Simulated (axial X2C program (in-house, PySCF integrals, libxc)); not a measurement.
**BrGdBr: a free-ion multiplet in an axial field**

Calculated with an axial X2C code built on PySCF integrals: two-component X2C with atomic mean-field Coulomb and Gaunt terms, basis Br dyall-v3z, Gd dyall-v3z (cores contracted in-house). Orbitals come from Hartree–Fock averaged over the configuration Gd f8 s0; CI then distributes these electrons over the f, s shells of Gd.

Br–Gd–Br held linear, both bonds 2.829 Å.

(1) Which level do Hund's rules give for f8, how many Ω levels does it split into, and what is its Landé factor?

The computed levels compare thus:

```tsv
Ω	energy (cm⁻¹)	g∥ computed	2gJΩ
6	0	17.96	18.00
5	339	14.42	15.00
4	678	10.96	12.00
3	1014	7.65	9.00
2	1331	4.59	6.00
1	1587	2.00	3.00
0	1695	0.00	0.00
```

The 7 lowest levels are just these Ω; they span 1695 cm⁻¹, the lowest has Ω = 6, and the next level lies at 2099 cm⁻¹. Departures of g∥ from 2gJΩ come from intermediate coupling and from mixing with the higher-lying level J − 1 of the term. The computed g∥ is the magnitude of 2⟨Lz + ge Sz⟩.

There is no dynamic correlation: spin–orbit spacings and, for f shells, spacings inside one term are the most reliable numbers, splittings between terms come out too wide, and energies between configurations are not reliable, so the lowest level need not be the ground state of the molecule. At most 4 roots were kept for each Ω > 0 (twice that for Ω = 0) within 2.2 eV of the lowest, so higher up levels can be missing between those listed; levels with Ω > 0 are doubly degenerate and listed once, Ω = 0 levels singly. States that fill the shells left empty in the average are placed too high. The molecule was held linear; bending was not examined.

Results:

(1) S = 3, L = 3, J = 6 (7F6). It gives Ω = 0 to 6, 7 levels. gJ = 3/2 + [S(S+1) − L(L+1)]/[2J(J+1)] = 1.500, so g∥ = 2gJΩ.
